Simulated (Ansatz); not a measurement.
C$_{6}$H$_{4}$N$_{2}$, SMILES `N#Cc1ccccn1` at its PBE0-D4/def2-TZVP geometry, where that method's forces vanish. Total charge 0; spin multiplicity 1.

```xyz
12

N    -1.1254   -0.9749    3.3453
C    -0.7342   -0.6050    2.3286
C    -0.2699   -0.1844    1.0348
C    -0.6118   -0.9361   -0.0849
C    -0.1515   -0.5081   -1.3178
C     0.6212    0.6383   -1.3778
C     0.9031    1.3130   -0.1964
N     0.4726    0.9206    0.9928
H    -1.2196   -1.8254    0.0216
H    -0.3939   -1.0634   -2.2161
H     1.0027    1.0098   -2.3209
H     1.5067    2.2157   -0.2092
```

Q: What forces (eV/Å) does ωB97M-V/def2-TZVPP give on these atoms in the Gaussian-basis code of Ansatz? (Best estimate.)

A: Computed: 
```
N1   0.104  0.097 -0.276
C2  -0.224 -0.202  0.631
C3   0.080  0.030 -0.420
C4  -0.044 -0.045  0.091
C5  -0.002 -0.028 -0.112
C6   0.020  0.015 -0.075
C7   0.101  0.125 -0.124
N8  -0.020 -0.002  0.133
H9   0.047  0.071 -0.001
H10  0.020  0.045  0.069
H11 -0.029 -0.027  0.081
H12 -0.054 -0.080  0.002
```
